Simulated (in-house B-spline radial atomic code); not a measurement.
The numbers below are computed, except where a source is named.
**Weak and strong correlation along the adiabatic connection**

Two-electron singlets in several external potentials (atomic units), by full CI in B-splines with partial waves to l = 8 (correlation energies up to 0.6 % small). The repulsion is scaled by λ at fixed density; W(λ) is the mean repulsion less the Hartree energy, W(0) = E_x, and the area under W from 0 to 1 is E_xc.

One system gave this curve:

```tsv
λ	W (hartree)
0	-0.71007
0.02	-0.71206
0.05	-0.71499
0.12	-0.72161
0.25	-0.73313
0.4	-0.74528
0.6	-0.75979
0.8	-0.77265
1	-0.78409
1.4	-0.80352
2	-0.8262
3	-0.85293
4.5	-0.87874
7	-0.90415
10	-0.92211
```

Q: Which system is it?
A. ω²r²/2, ω = 26.1
B. −Z exp(−kr)/r, Z = 2.69, k = 0.796
C. ω²r²/2 − Z/r, ω = 0.457, Z = 1.5
D. −V exp(−r²/w²), V = 16.1, w = 6.0

A: D. The exchange energy sets the size: −V exp(−r²/w²), V = 16.1, w = 6.0: E_x = -0.71, E_c = -0.0408; ω²r²/2, ω = 26.1: E_x = -4.02, E_c = -0.0478; −Z exp(−kr)/r, Z = 2.69, k = 0.796: E_x = -1.31, E_c = -0.0442; ω²r²/2 − Z/r, ω = 0.457, Z = 1.5: E_x = -0.88, E_c = -0.0395 hartree.
